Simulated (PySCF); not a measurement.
Isomers of C3H4Cl2OSi.

All values: PBE0/pcSseg-1 (PySCF) at GFN2-xTB geometries, gas phase, one conformer each.

(1) Rank by HOMO–LUMO gap, highest first.
A. `[O:1]=[C:2]([Cl:3])/[CH:4]=[C:5](/[SiH3:6])[Cl:7]` with O1–C2–C4–C5 0°
B. `[O:1]=[C:2]([Cl:3])/[C:4]([SiH3:5])=[CH:6]\[Cl:7]` with O1–C2–C4–Si5 -174°
C. `[Cl:1][CH2:2][Si@:3]1([Cl:4])[CH:5]=[CH:6][O:7]1` with Cl1–C2–Si3–Cl4 59°

(2) Rank by dipole moment, highest first.
A. `[O:1]=[C:2]([Cl:3])/[CH:4]=[C:5](/[SiH3:6])[Cl:7]` with O1–C2–C4–C5 0°
B. `C=C1O[Si@@H](Cl)[C@@H]1Cl`
C. `[O:1]=[C:2]([Cl:3])/[C:4]([SiH3:5])=[CH:6]\[Cl:7]` with O1–C2–C4–Si5 -174°
D. `[Cl:1][CH2:2][Si@:3]1([Cl:4])[CH:5]=[CH:6][O:7]1` with Cl1–C2–Si3–Cl4 59°

Results:

(1) C (6.60 eV), B (5.75 eV), A (5.53 eV).

(2) A (4.12 D), C (3.20 D), D (1.72 D), B (0.84 D).

All values together:

```json
{"SMILES": "O=C(Cl)/C([SiH3])=C\\Cl", "μ (D)": "3.20", "HOMO (eV)": "-8.40", "LUMO (eV)": "-2.65", "lowest IAO charge (e)": "-0.354 (C)", "highest IAO charge (e)": "+0.612 (Si)", "lowest Hirshfeld charge (e)": "-0.197 (O)", "highest Hirshfeld charge (e)": "+0.289 (Si)"}
{"SMILES": "O=C(Cl)/C=C(/[SiH3])Cl", "μ (D)": "4.12", "HOMO (eV)": "-8.24", "LUMO (eV)": "-2.71", "lowest IAO charge (e)": "-0.343 (O)", "highest IAO charge (e)": "+0.626 (Si)", "lowest Hirshfeld charge (e)": "-0.199 (O)", "highest Hirshfeld charge (e)": "+0.326 (Si)"}
{"SMILES": "C=C1O[Si@@H](Cl)[C@@H]1Cl", "μ (D)": "0.84", "HOMO (eV)": "-7.19", "LUMO (eV)": "-0.52", "lowest IAO charge (e)": "-0.612 (O)", "highest IAO charge (e)": "+1.144 (Si)", "lowest Hirshfeld charge (e)": "-0.223 (O)", "highest Hirshfeld charge (e)": "+0.430 (Si)"}
{"SMILES": "ClC[Si@]1(Cl)C=CO1", "μ (D)": "1.72", "HOMO (eV)": "-7.17", "LUMO (eV)": "-0.57", "lowest IAO charge (e)": "-0.639 (O)", "highest IAO charge (e)": "+1.253 (Si)", "lowest Hirshfeld charge (e)": "-0.248 (O)", "highest Hirshfeld charge (e)": "+0.428 (Si)"}
```

Conformers: `[O:1]=[C:2]([Cl:3])/[C:4]([SiH3:5])=[CH:6]\[Cl:7]` with O1–C2–C4–Si5 -174°; `[O:1]=[C:2]([Cl:3])/[CH:4]=[C:5](/[SiH3:6])[Cl:7]` with O1–C2–C4–C5 0°; `[Cl:1][CH2:2][Si@:3]1([Cl:4])[CH:5]=[CH:6][O:7]1` with Cl1–C2–Si3–Cl4 59°.
